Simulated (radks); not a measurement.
Valence configurations of Ir I (all share [Xe]). All-electron calculation, scalar-relativistic Kohn-Sham, r2SCAN, spin-polarised, spherical densities, finite nucleus; open shells are filled with parallel spins first (spin-orbit coupling, left out, can overturn this in heavy ions); meta-GGA in the generalised Kohn-Sham scheme; Fermi nuclear charge, rms radius 5.4032 fm. Program: a radial shooting solver on a logarithmic mesh with Libxc functionals. Energies are relative to 4f14 5d7 6s2; eigenvalues in eV for spin up.

| valence | E (eV) | moment (Bohr magnetons) | e(4f) | e(5d) | e(6p) | e(6s) |
|---|---|---|---|---|---|---|
| 4f14 5d7 6s2 | 0.000 | 3 | -63.070 | -8.413 | - | -7.047 |
| 4f13.5 5d7.5 6s2 | 29.418 | 3 | -68.677 | -8.836 | - | -6.983 |
| 4f14 5d8 6s1 | -0.062 | 3 | -60.166 | -6.270 | - | -6.428 |
| 4f11.5 5d9.5 6s2 | 168.35 | 3 | -92.043 | -10.496 | - | -6.714 |
| 4f12 5d7 6s2 6p2 | 149.95 | 7 | -96.723 | -18.881 | -4.159 | -11.801 |
| 4f14 5d6 6s2 6p1 | 5.428 | 5 | -67.895 | -12.429 | -2.801 | -9.490 |
| 4f11.5 5d7.5 6s2 6p2 | 189.77 | 7 | -102.95 | -19.519 | -4.163 | -11.833 |
| 4f13 5d8 6s2 | 60.923 | 3 | -74.378 | -9.254 | - | -6.916 |
| 4f13.5 5d7.5 6p2 | 39.722 | 5 | -71.977 | -12.015 | -3.374 | - |
| 4f13 5d7 6s2 6p1 | 68.154 | 5 | -79.512 | -13.550 | -2.774 | -9.509 |

NIST lists [Xe] 4f14 5d7 6s2 as the ground configuration; this level of theory puts 4f14 5d8 6s1 lower, by 0.062 eV. The energies are those of spherical high-spin densities, not of single terms.
